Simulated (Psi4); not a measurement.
Pair of molecules, SMILES F with SMILES [AsH3] (the first has 2 atoms); geometry from B3LYP-D3(BJ)/def2-TZVP, rigid monomers moved along the line of their centres of mass till H2···As3 is 2.75 Å.
(charge 0, multiplicity 1):
| atom | x (Å) | y (Å) | z (Å) |
|---|---|---|---|
| F | 0.8330 | -0.5598 | -0.2549 |
| H | 0.5508 | -0.3219 | 0.6061 |
| As | -0.2739 | 0.3750 | 3.1400 |
| H | 0.5167 | -0.0012 | 4.3798 |
| H | -1.6030 | -0.0805 | 3.7143 |
| H | -0.4609 | 1.8207 | 3.5629 |

The numbers are results of SAPT0/aug-cc-pVDZ run with Psi4 1.11, not measurements.

Question: Give the four SAPT terms and the total, and say what mostly holds the pair together.

Answer: electrostatics -4.11, exchange 2.94, induction -1.82, dispersion -1.04, total -4.03 kcal/mol; the largest attraction is electrostatics.
